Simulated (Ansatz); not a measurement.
Mulliken charges of `[O+]#[Ge-]` from ωB97M-V/def2-TZVPP in Ansatz (PBE0-D4/def2-TZVP geometry).

| atom | x (Å) | y (Å) | z (Å) | charge (e) |
| --- | --- | --- | --- | --- |
| O1 | -0.689 | 0.249 | -0.348 | -0.480 |
| Ge2 | 0.689 | -0.249 | 0.348 | 0.480 |

Task: By hand: the dipole of these point charges (1 e Å = 4.8032 D).

Result: Σ q r = (0.661, -0.239, 0.334) e Å, of length 0.778 e Å = 3.74 D.

Task: How does the dipole of the full density compare? (An estimate is asked.)

Result: Computed: (0.623, -0.225, 0.315) e Å, 3.52 D; the point charges give 1.06 times that, at 0° from its direction.

Point charges leave out the atoms' own dipoles, such as those of lone pairs, and Mulliken's split depends on the basis, so the close match here is no proof of good charges.
